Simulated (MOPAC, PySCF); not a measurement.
C$_{3}$H$_{5}$N, SMILES `C1CNC=1`, neutral singlet in the gas phase. 

Cartesian coordinates (Å):
SMILES: C1=CNC1
```xyz
9

C     -0.2594     0.0845    -0.9827
C     -1.0886    -0.0492     0.0617
N     -0.1050     0.0909     1.0836
C      0.9135     0.1396    -0.0265
H     -0.3755     0.2411    -2.0416
H     -2.1540    -0.1556     0.2155
H     -0.0093    -0.6807     1.7374
H      1.5029     1.0577    -0.0102
H      1.5754    -0.7282    -0.0372
```
Charge 0, multiplicity 1.

All levels are single points at this geometry (B3LYP-D3(BJ)/def2-TZVP); Pople sets use spherical d functions. Orbital energies aren't observables, and empty levels follow the basis.

PM7 in MOPAC gives dipole (D) = 1.61.

Estimate the dipole (D) from each of these levels: B3LYP-D3(BJ)/def2-TZVP in PySCF; PBE-D3(BJ)/def2-TZVP in PySCF; B3LYP/6-311+G** in PySCF; B3LYP/6-31G* in PySCF; BP86/6-31G* in PySCF; M06-2X/6-31G* in PySCF; PBE/6-31G* in PySCF; SVWN5/6-31G* in PySCF; HF/3-21G in PySCF; HF/6-31G* in PySCF; HF/STO-3G in PySCF; AM1 in MOPAC.


```
level                            dipole (D)
-------------------------------  ----------
B3LYP-D3(BJ)/def2-TZVP in PySCF        1.07
PBE-D3(BJ)/def2-TZVP in PySCF          1.05
B3LYP/6-311+G** in PySCF               1.16
B3LYP/6-31G* in PySCF                  1.15
BP86/6-31G* in PySCF                   1.14
M06-2X/6-31G* in PySCF                 1.20
PBE/6-31G* in PySCF                    1.14
SVWN5/6-31G* in PySCF                  1.18
HF/3-21G in PySCF                      1.46
HF/6-31G* in PySCF                     1.29
HF/STO-3G in PySCF                     1.26
AM1 in MOPAC                           1.31
```
